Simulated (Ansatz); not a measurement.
A short molecular-dynamics run on ClFH$_{4}$HfN$_{2}$ (`[NH2][Hf]([NH2])([F])[Cl]`).

```yaml
crystal:
  periodic: [false, false, false]
  atoms:
    - {symbol: N, position_ang: [1.064993, 1.300011, -0.217226]}
    - {symbol: Hf, position_ang: [-0.305785, -0.125166, -0.609137]}
    - {symbol: N, position_ang: [-0.493851, -1.198467, 1.092664]}
    - {symbol: F, position_ang: [0.325351, -1.271078, -2.001179]}
    - {symbol: Cl, position_ang: [-2.397948, 0.850725, -1.154189]}
    - {symbol: H, position_ang: [2.029238, 1.299904, -0.520579]}
    - {symbol: H, position_ang: [0.869498, 2.179183, 0.242934]}
    - {symbol: H, position_ang: [-0.033420, -1.004160, 1.969815]}
    - {symbol: H, position_ang: [-1.058077, -2.030932, 1.196886]}
basis:
  gaussian: {orbitals: def2-SVP}
hamiltonian: {xc: {name: r2SCAN}, dispersion: d3bj}
md: {timestep: 2 fs, n_steps: 20, ensemble: nve, temperature: 500, initial_velocities: maxwell_boltzmann, seed: 610}
```

```sh
$ ansatz run in.yaml --threads 4 --pin off --events-out ev --progress --plain --max-ram 10444MiB
```

| step | time (fs) | potential energy (eV) | kinetic (eV) | T (K) | conserved (eV) |
| --- | --- | --- | --- | --- | --- |
| 0 | 0.0 | -19587.0748 | 0.4524 | 500 | -19586.6224 |
| 1 | 2.0 | -19586.7138 | 0.2941 | 325 | -19586.4197 |
| 2 | 4.0 | -19586.9157 | 0.4172 | 461 | -19586.4985 |
| 3 | 6.0 | -19586.6118 | 0.1938 | 214 | -19586.4180 |
| 4 | 8.0 | -19586.9639 | 0.4474 | 495 | -19586.5165 |
| 5 | 10.0 | -19586.6202 | 0.2680 | 296 | -19586.3522 |
| 6 | 12.0 | -19586.9820 | 0.4305 | 476 | -19586.5515 |
| 7 | 14.0 | -19586.6349 | 0.1826 | 202 | -19586.4523 |
| 8 | 16.0 | -19586.7939 | 0.2902 | 321 | -19586.5036 |
| 9 | 18.0 | -19586.6806 | 0.1981 | 219 | -19586.4825 |
| 10 | 20.0 | -19586.9023 | 0.3004 | 332 | -19586.6019 |
| 11 | 22.0 | -19586.8201 | 0.2701 | 299 | -19586.5500 |
| 12 | 24.0 | -19586.7715 | 0.2327 | 257 | -19586.5388 |
| 13 | 26.0 | -19586.8635 | 0.2553 | 282 | -19586.6082 |
| 14 | 28.0 | -19586.6788 | 0.1673 | 185 | -19586.5115 |
| 15 | 30.0 | -19586.8682 | 0.3093 | 342 | -19586.5589 |
| 16 | 32.0 | -19586.7050 | 0.2084 | 230 | -19586.4966 |
| 17 | 34.0 | -19586.9449 | 0.3602 | 398 | -19586.5847 |
| 18 | 36.0 | -19586.6093 | 0.1768 | 195 | -19586.4325 |
| 19 | 38.0 | -19586.8204 | 0.2808 | 310 | -19586.5395 |
| 20 | 40.0 | -19586.6206 | 0.1520 | 168 | -19586.4687 |

Velocities are drawn at the set temperature; a run this short doesn't reach equilibrium.

Frames (Å, forces in eV/Å):

```xyz
9
time=0.0 fs
N     1.065    1.300   -0.217   -0.224   -0.291   -0.026
Hf   -0.306   -0.125   -0.609   -0.057    0.070    0.010
N    -0.494   -1.198    1.093    0.062    0.221   -0.292
F     0.325   -1.271   -2.001    0.118   -0.190   -0.195
Cl   -2.398    0.851   -1.154   -0.201    0.095   -0.035
H     2.029    1.300   -0.521    0.399    0.045   -0.106
H     0.869    2.179    0.243   -0.036    0.369    0.178
H    -0.033   -1.004    1.970    0.157    0.023    0.386
H    -1.058   -2.031    1.197   -0.217   -0.342    0.079
9
time=2.0 fs
N     1.061    1.315   -0.209   -0.651   -5.270   -2.340
Hf   -0.305   -0.125   -0.611    0.115    0.160   -0.034
N    -0.504   -1.190    1.084   -0.722   -0.816   -0.699
F     0.323   -1.279   -2.000    0.109   -0.141   -0.170
Cl   -2.394    0.848   -1.147   -0.264    0.127   -0.067
H     1.986    1.305   -0.540    1.771   -0.041   -0.626
H     0.904    2.108    0.230   -1.084    5.322    2.956
H    -0.116   -1.025    1.975    0.884    0.663    1.439
H    -1.018   -2.061    1.237   -0.159   -0.003   -0.459
9
time=4.0 fs
N     1.056    1.316   -0.207   -0.155    1.734    0.922
Hf   -0.304   -0.125   -0.612    0.199    0.201   -0.095
N    -0.517   -1.183    1.074   -0.123   -1.188    1.939
F     0.322   -1.286   -1.999    0.100   -0.109   -0.156
Cl   -2.389    0.846   -1.140   -0.362    0.171   -0.106
H     2.010    1.309   -0.584   -0.167    0.168    0.177
H     0.896    2.241    0.330    0.404   -1.912   -1.153
H    -0.165   -1.020    2.036    0.105    0.511   -0.727
H    -0.984   -2.090    1.260   -0.001    0.423   -0.801
9
time=6.0 fs
N     1.050    1.322   -0.203    0.917    3.023    1.197
Hf   -0.303   -0.125   -0.614    0.310    0.202   -0.097
N    -0.530   -1.180    1.070    0.278   -0.858    2.898
F     0.320   -1.294   -1.998    0.083   -0.066   -0.121
Cl   -2.386    0.844   -1.133   -0.440    0.206   -0.138
H     2.028    1.319   -0.621   -1.427    0.228    0.761
H     0.905    2.300    0.386    0.585   -3.300   -2.045
H    -0.209   -0.995    2.069   -0.190    0.357   -1.673
H    -0.949   -2.104    1.252   -0.115    0.208   -0.783
9
time=8.0 fs
N     1.047    1.336   -0.195    0.414    1.162    0.394
Hf   -0.303   -0.125   -0.616    0.462    0.166   -0.015
N    -0.542   -1.179    1.073    0.193   -0.286    1.283
F     0.318   -1.302   -1.998    0.058   -0.008   -0.060
Cl   -2.383    0.843   -1.127   -0.489    0.232   -0.158
H     1.991    1.338   -0.629   -0.632    0.123    0.403
H     0.935    2.233    0.363    0.190   -1.433   -0.918
H    -0.261   -0.957    2.037    0.123    0.434   -0.414
H    -0.920   -2.110    1.213   -0.319   -0.390   -0.516
9
time=10.0 fs
N     1.044    1.353   -0.186   -0.887   -6.207   -3.393
Hf   -0.302   -0.125   -0.617    0.608    0.129    0.108
N    -0.553   -1.179    1.079   -0.327   -0.617   -1.318
F     0.317   -1.310   -1.998    0.032    0.053    0.009
Cl   -2.380    0.841   -1.120   -0.520    0.247   -0.173
H     1.931    1.361   -0.621    1.511   -0.079   -0.743
H     0.973    2.111    0.306   -0.777    6.009    3.978
H    -0.309   -0.902    1.990    0.508    0.640    1.684
H    -0.902   -2.130    1.156   -0.148   -0.174   -0.152
9
time=12.0 fs
N     1.040    1.353   -0.186   -1.054    0.740    0.967
Hf   -0.300   -0.125   -0.619    0.615    0.010    0.200
N    -0.566   -1.181    1.083    0.010   -0.235   -0.375
F     0.316   -1.319   -1.997    0.012    0.087    0.051
Cl   -2.378    0.840   -1.114   -0.581    0.275   -0.195
H     1.927    1.382   -0.642    1.053    0.031   -0.491
H     0.981    2.220    0.401   -0.097   -1.037   -0.648
H    -0.336   -0.823    2.007   -0.089   -0.342    0.148
H    -0.890   -2.158    1.092    0.131    0.472    0.344
9
time=14.0 fs
N     1.032    1.355   -0.184    1.022    2.822    1.269
Hf   -0.299   -0.124   -0.621    0.623   -0.103    0.290
N    -0.578   -1.183    1.085    0.433    0.788    0.488
F     0.315   -1.326   -1.997   -0.004    0.120    0.088
Cl   -2.376    0.839   -1.107   -0.623    0.294   -0.213
H     1.965    1.403   -0.681   -1.146    0.009    0.700
H     0.986    2.288    0.470    0.057   -3.076   -2.143
H    -0.368   -0.757    2.030   -0.482   -1.281   -1.206
H    -0.873   -2.167    1.041    0.118    0.428    0.728
9
time=16.0 fs
N     1.027    1.364   -0.179    1.301    1.677    0.338
Hf   -0.298   -0.124   -0.622    0.678   -0.160    0.366
N    -0.589   -1.183    1.088    0.468    1.217   -0.526
F     0.313   -1.334   -1.997   -0.020    0.166    0.135
Cl   -2.375    0.839   -1.101   -0.629    0.303   -0.222
H     1.958    1.426   -0.694   -1.380   -0.074    0.820
H     0.992    2.239    0.458   -0.046   -1.898   -1.348
H    -0.417   -0.740    2.007   -0.302   -1.066   -0.384
H    -0.852   -2.160    1.019   -0.071   -0.165    0.821
9
time=18.0 fs
N     1.026    1.379   -0.172   -0.312   -4.401   -3.163
Hf   -0.296   -0.124   -0.624    0.742   -0.157    0.426
N    -0.599   -1.180    1.090    0.178    0.276   -2.777
F     0.312   -1.341   -1.996   -0.034    0.223    0.185
Cl   -2.375    0.838   -1.096   -0.606    0.301   -0.226
H     1.899    1.445   -0.676    0.509   -0.073   -0.325
H     0.997    2.117    0.395   -0.419    4.078    3.259
H    -0.478   -0.763    1.969    0.080    0.119    1.940
H    -0.833   -2.159    1.028   -0.138   -0.364    0.682
9
time=20.0 fs
N     1.024    1.381   -0.174   -2.090   -1.355    0.236
Hf   -0.295   -0.124   -0.625    0.697   -0.207    0.432
N    -0.609   -1.176    1.084    0.209    0.131   -1.284
F     0.311   -1.348   -1.995   -0.039    0.265    0.208
Cl   -2.376    0.838   -1.090   -0.599    0.308   -0.237
H     1.859    1.461   -0.670    2.146    0.183   -1.243
H     0.986    2.151    0.456   -0.235    0.790    0.746
H    -0.537   -0.782    2.005   -0.031   -0.151    0.722
H    -0.820   -2.172    1.063   -0.058    0.036    0.420
9
time=22.0 fs
N     1.016    1.380   -0.176    0.311    1.867    1.215
Hf   -0.293   -0.124   -0.626    0.623   -0.257    0.386
N    -0.618   -1.171    1.075    0.100    0.073    1.365
F     0.309   -1.354   -1.993   -0.035    0.289    0.206
Cl   -2.377    0.839   -1.085   -0.590    0.313   -0.249
H     1.901    1.484   -0.711   -0.532    0.070    0.467
H     0.966    2.216    0.545    0.114   -2.245   -1.945
H    -0.596   -0.807    2.069   -0.020   -0.562   -1.467
H    -0.809   -2.184    1.114    0.028    0.453    0.022
9
time=24.0 fs
N     1.009    1.383   -0.174    1.427    1.797    0.384
Hf   -0.291   -0.124   -0.628    0.555   -0.290    0.350
N    -0.626   -1.167    1.070   -0.046   -0.317    1.785
F     0.308   -1.360   -1.991   -0.027    0.310    0.205
Cl   -2.379    0.840   -1.080   -0.549    0.305   -0.252
H     1.923    1.511   -0.735   -1.705   -0.087    1.205
H     0.950    2.194    0.560    0.189   -1.982   -1.842
H    -0.656   -0.854    2.077    0.130   -0.008   -1.396
H    -0.797   -2.178    1.165    0.026    0.272   -0.438
9
time=26.0 fs
N     1.006    1.392   -0.171    0.540   -1.738   -2.061
Hf   -0.289   -0.124   -0.629    0.475   -0.316    0.373
N    -0.635   -1.163    1.069    0.071   -0.705   -0.123
F     0.306   -1.365   -1.988   -0.017    0.330    0.208
Cl   -2.381    0.841   -1.076   -0.477    0.284   -0.245
H     1.879    1.533   -0.712   -0.516   -0.008    0.415
H     0.941    2.097    0.505   -0.137    1.461    1.395
H    -0.711   -0.901    2.032    0.071    1.086    0.826
H    -0.783   -2.162    1.200   -0.009   -0.394   -0.786
9
time=28.0 fs
N     1.005    1.396   -0.174   -2.091   -3.468   -1.646
Hf   -0.287   -0.124   -0.630    0.341   -0.347    0.393
N    -0.644   -1.161    1.068    0.160   -0.801   -0.593
F     0.305   -1.369   -1.986   -0.005    0.328    0.198
Cl   -2.384    0.842   -1.071   -0.409    0.263   -0.238
H     1.816    1.556   -0.674    2.412    0.494   -1.450
H     0.927    2.056    0.503   -0.400    2.721    2.855
H    -0.764   -0.906    2.018   -0.044    1.305    1.323
H    -0.771   -2.161    1.205    0.036   -0.495   -0.842
9
time=30.0 fs
N     0.998    1.390   -0.181   -0.611    1.170    1.589
Hf   -0.284   -0.124   -0.631    0.148   -0.402    0.379
N    -0.652   -1.161    1.066   -0.181   -0.433    1.549
F     0.303   -1.373   -1.982    0.018    0.284    0.155
Cl   -2.388    0.844   -1.067   -0.365    0.247   -0.233
H     1.845    1.597   -0.691    0.428    0.211   -0.147
H     0.898    2.118    0.610    0.225   -1.498   -1.641
H    -0.818   -0.861    2.054    0.256    0.263   -1.078
H    -0.756   -2.179    1.178    0.083    0.157   -0.573
9
time=32.0 fs
N     0.989    1.388   -0.184    1.476    2.524    1.215
Hf   -0.282   -0.124   -0.632   -0.048   -0.463    0.396
N    -0.660   -1.163    1.067   -0.222   -0.019    1.623
F     0.302   -1.376   -1.979    0.044    0.227    0.107
Cl   -2.391    0.846   -1.063   -0.303    0.222   -0.223
H     1.891    1.646   -0.714   -1.726   -0.396    1.109
H     0.878    2.124    0.655    0.380   -2.119   -2.458
H    -0.862   -0.806    2.050    0.373   -0.441   -1.630
H    -0.739   -2.191    1.129    0.025    0.465   -0.140
9
time=34.0 fs
N     0.984    1.392   -0.183    1.457    0.792   -0.506
Hf   -0.280   -0.125   -0.632   -0.207   -0.480    0.444
N    -0.669   -1.165    1.074    0.317    0.179   -0.655
F     0.300   -1.379   -1.975    0.070    0.175    0.068
Cl   -2.395    0.848   -1.060   -0.216    0.185   -0.203
H     1.870    1.680   -0.694   -1.371   -0.446    0.780
H     0.872    2.048    0.605    0.057   -0.295   -0.348
H    -0.892   -0.768    1.983   -0.015   -0.227    0.139
H    -0.721   -2.185    1.074   -0.092    0.118    0.280
9
time=36.0 fs
N     0.983    1.399   -0.184   -0.576   -3.793   -3.547
Hf   -0.277   -0.125   -0.633   -0.339   -0.431    0.480
N    -0.678   -1.166    1.078    1.006    0.099   -2.901
F     0.299   -1.381   -1.971    0.092    0.125    0.032
Cl   -2.400    0.850   -1.056   -0.119    0.143   -0.181
H     1.797    1.698   -0.644    1.545    0.429   -1.042
H     0.868    1.961    0.542   -0.840    3.409    4.556
H    -0.923   -0.739    1.921   -0.573    0.340    2.024
H    -0.706   -2.175    1.030   -0.196   -0.322    0.579
9
time=38.0 fs
N     0.981    1.395   -0.195   -1.796    0.189    2.127
Hf   -0.275   -0.126   -0.634   -0.516   -0.400    0.483
N    -0.683   -1.167    1.074    0.472    1.225   -0.995
F     0.298   -1.383   -1.967    0.118    0.060   -0.032
Cl   -2.404    0.853   -1.053   -0.059    0.115   -0.173
H     1.783    1.731   -0.635    1.870    0.739   -1.097
H     0.832    2.005    0.654    0.146   -0.796   -1.040
H    -0.975   -0.696    1.937    0.033   -0.872   -0.031
H    -0.698   -2.177    1.009   -0.269   -0.260    0.757
9
time=40.0 fs
N     0.973    1.392   -0.200    1.148    2.692    2.011
Hf   -0.273   -0.127   -0.634   -0.681   -0.371    0.425
N    -0.688   -1.164    1.068    0.009    1.127    0.230
F     0.297   -1.385   -1.963    0.148   -0.002   -0.105
Cl   -2.409    0.856   -1.050    0.003    0.085   -0.168
H     1.841    1.793   -0.667   -1.414   -0.628    0.769
H     0.801    2.018    0.725    0.571   -1.823   -2.744
H    -1.027   -0.688    1.951    0.480   -1.399   -1.153
H    -0.701   -2.189    1.016   -0.264    0.320    0.735
```

It took 56 s on 4 threads of an Arm Neoverse V2 on a shared host, with 0.2 GiB of host memory at the peak.
